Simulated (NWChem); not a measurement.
Species: tetraarsenic (As₄); SMILES [As]12[As]3[As]1[As]23

```xyz
4

As    -0.3128     1.4673     0.1520
As     1.3922    -0.1621    -0.5563
As    -0.9943    -0.6310    -0.9419
As    -0.0850    -0.6742     1.3461
```
Atoms are numbered in this order, from 1.

Results from NWChem. The geometry was optimised at PBE-D3(BJ)/def2-SVP. Total energies compare along this basis series because the functional is fixed.

| level | basis functions | energy (Ha) | highest occupied level (eV) | orbital gap (eV) |
|---|---|---|---|---|
| Hartree-Fock/pcseg-1 | 108 | -8935.7209 | -8.94 | 10.78 |
| Hartree-Fock/aug-pcseg-1 | 144 | -8935.7285 | -8.90 | 9.79 |
| Hartree-Fock/pcseg-2 | 172 | -8936.9462 | -8.81 | 10.56 |
| Hartree-Fock/STO-3G | 72 | -8837.2507 | -6.32 | 12.07 |
| Hartree-Fock/def2-SVP | 128 | -8935.7654 | -8.86 | 10.82 |
